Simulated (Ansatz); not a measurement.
Reactions of `[SH][GeH3]`.

Computed with Ansatz on PBE0-D4/def2-TZVP structures; ΔE is electronic, products minus reactants. CCSD(T)/CBS is the MP2 limit (def2-TZVPP, def2-QZVPP) plus CCSD(T) − MP2 in def2-TZVPP, frozen cores. This one scheme is used for every species, atoms too. Functionals use def2-TZVPP. Open shells (•) are unrestricted, without spin–orbit coupling. Spin–orbit coupling would lower the free atoms: a little for Cl. For Ge outer-core shells are correlated without core-valence functions, so the limit isn't a true one: a few kJ/mol of doubt a bond, and 10 to 20 or more in all where bonds break to atoms. Scalar relativity is left out up to krypton. One conformer a species, not always the lowest.

| reaction | B2PLYP (eV) | MP2/CBS(def2) (eV) | CCSD(T)/CBS(def2) (eV) |
| --- | --- | --- | --- |
| `[SH][GeH3]` + `CN[SiH3]` → `C[N]([SiH3])[GeH3]` + H₂S | 0.40 | 0.32 | 0.32 |
| `[SH][GeH3]` + `[OH]`• → `[S][GeH3]`• + H₂O | -1.34 | -1.52 | -1.37 |
| `[SH][GeH3]` → `[SH][GeH2]`• + H• | 3.69 | 3.75 | 3.84 |
| `[SH][GeH3]` + `OC#C[SiH3]` → `[SiH3]C#C[O][GeH3]` + H₂S | -0.03 | -0.01 | 0.00 |
| `[SH][GeH3]` → H• + `[S][GeH3]`• | 3.99 | 4.12 | 4.12 |
| `[SH][GeH3]` + H₂ → GeH₄ + H₂S | 0.20 | 0.32 | 0.23 |
| `[SH][GeH3]` + Cl• → `[S][GeH3]`• + HCl | -0.55 | -0.57 | -0.55 |
| `[SH][GeH3]` + `CO[SiH2]N` → `CO[SiH2][NH][GeH3]` + H₂S | 0.40 | 0.38 | 0.36 |
| `[SH][GeH3]` + `OB(O)O` → `OB(O)[O][GeH3]` + H₂S | 0.14 | 0.17 | 0.15 |
| `[SH][GeH3]` + `[CH3]`• → `[S][GeH3]`• + CH₄ | -0.82 | -0.74 | -0.78 |

Largest T1 diagnostic: 0.014, for `[SH][GeH2]`•.
